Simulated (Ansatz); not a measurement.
Molecule: MnCl₂ (charge 0, sextet). The spin state was set by rule; other spins were not relaxed. 
Coordinates optimised at B3LYP-D3(BJ)/def2-TZVP (Ansatz, an electronic-structure program):
```xyz
3

Mn     0.0000     0.0000     0.0000
Cl     0.0000     0.0000    -2.1895
Cl     0.0000     0.0000     2.1895
```
Charge 0, spin multiplicity 6.

Wanted: atomisation energy (electronic, to ground-state atoms), in kJ/mol. Cores are frozen in the correlated levels unless marked. UHF or UKS for open shells. No spin-orbit coupling. Frozen are the shells of the preceding noble gas and the d and f shells that filled before the atom's block. Non-relativistic. The coupled-cluster limit lacks core correlation, which all-electron functionals hold. Basis-set limits of correlation are two-point, X^-3; Hartree-Fock from the larger set. The bracket is a focal-point correction in the basis named.

```csv
level,program,atomisation energy (kJ/mol)
BLYP/def2-TZVPD,Ansatz,[?]
revPBE/def2-TZVPD,Ansatz,[?]
PBE0-D3(BJ)/def2-TZVP,Ansatz + dftd3,[?]
PBE-QIDH/def2-TZVPD,Ansatz,801.9
SCS-MP2/6-31G*,Ansatz,683.6
"RI-MP2/CBS(def2-TZVPPD,def2-QZVPPD)+[CCSD(T)-MP2]/def2-TZVPPD",Ansatz,790.9
```

Q: Complete the blanks.

A: 
- BLYP/def2-TZVPD, atomisation energy (kJ/mol): 782.8
- revPBE/def2-TZVPD, atomisation energy (kJ/mol): 808.3
- PBE0-D3(BJ)/def2-TZVP, atomisation energy (kJ/mol): 809.9
